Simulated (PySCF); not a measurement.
**Computed vibrations of [OsO3Cl3]−**

[OsO3Cl3]− (singlet). PySCF 2.14.0, RKS B3LYP, Os def2-SVP with ECP60, O def2-SVP, Cl def2-SVP; non-relativistic Hamiltonian with scalar-relativistic core potentials where named; density fitting; no spin-orbit coupling. Central differences of gradients.

```xyz
7

Os    0.2139    0.0000    0.0000
O    -0.1013    0.0000    1.7138
O    -0.1013    0.0000   -1.7138
O     1.9392    0.0000    0.0000
Cl    0.1712    2.4209    0.0000
Cl   -2.3106    0.0000    0.0000
Cl    0.1712   -2.4209    0.0000
```

Run from Python with OMP_NUM_THREADS=2. Where DIIS fails, smearing, a level shift and second-order steps follow.
It took 2.3 min on 2 threads of Arm Neoverse V1 (shared host).

**Question.** What are the harmonic wavenumbers and infrared intensities?

**Answer.** Modes are labelled in C2v; negative numbers are unstable modes, those under 60 cm⁻¹ near the noise; a finer grid moves soft modes by up to 10 cm⁻¹.
```csv
cm⁻¹,km/mol,symmetry
-122,–,b1
125,1.0,a1
141,0.2,b2
168,35.6,b1
226,108.8,b1
230,45.2,a1
253,0.4,b2
268,0.0,a2
294,0.8,a1
313,51.0,b1
333,0.5,a1
356,5.2,b2
894,102.8,a1
901,177.9,b2
931,28.0,a1
```

**Question.** Is this a minimum?

**Answer.** No: 1 unstable; the lowest moves the atoms so:
```
Os   0.00  0.01  0.00
O    0.00  0.54  0.00
O    0.00  0.54  0.00
O    0.00 -0.49  0.00
Cl   0.10  0.03  0.00
Cl   0.00 -0.40  0.00
Cl  -0.10  0.03  0.00
```
